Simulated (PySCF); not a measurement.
Mg(F)(NMe2) (C2H6FMgN), SMILES C[N](C)[Mg][F].

Geometry: B3LYP-D3(BJ)/def2-SVP. One conformer was computed; it need not be the lowest.

Method: PBE/def2-TZVP (PySCF).

Gas-phase values at a fixed geometry.

```
Quantity                                                                                                         Value
---------------------------------------------------------------------------------------------  -----------------------
total energy                                                                                        -434.25712 hartree
point group                                                                                                        C2v
highest occupied level                                                                                        -4.48 eV
lowest empty level                                                                                            -2.06 eV
orbital gap                                                                                                    2.42 eV
dipole moment                                                                                                   1.70 D
quadrupole, principal values (traceless, Buckingham form, about the centre of nuclear charge)  -16.57, 6.47, 10.10 D·Å
mean static polarisability                                                                        59.2 bohr³ (8.78 Å³)
polarisability, principal values                                                                53.1, 55.9, 68.7 bohr³
```
